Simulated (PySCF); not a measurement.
## Electron correlation in Pt (platinum, neutral)

[Xe] 4f14 5d8 6s2, high-spin 3F determinant (an excited configuration). Computed with PySCF 2.14 in def2-TZVPPD with the def2 core potential (60 electrons), with scalar relativity through the core potential. Frozen: nothing; 18 electrons correlated.

```csv
level,correlation energy (mhartree)
CCSD,-499.82
(T),-16.99
CCSD(T),-516.81
```

Diagnostics: T1 = 0.015, D1 = 0.0645, largest double amplitude 0.044.

Spin-orbit coupling, absent here, splits the open shell strongly.

Cost of the coupled-cluster step: about 10 core-seconds, for 18 correlated electrons.

The basis has no tight functions for the innermost shells, so their pair energies are far from complete.

This basis was not built for core-valence correlation, so the inner-shell part is incomplete.
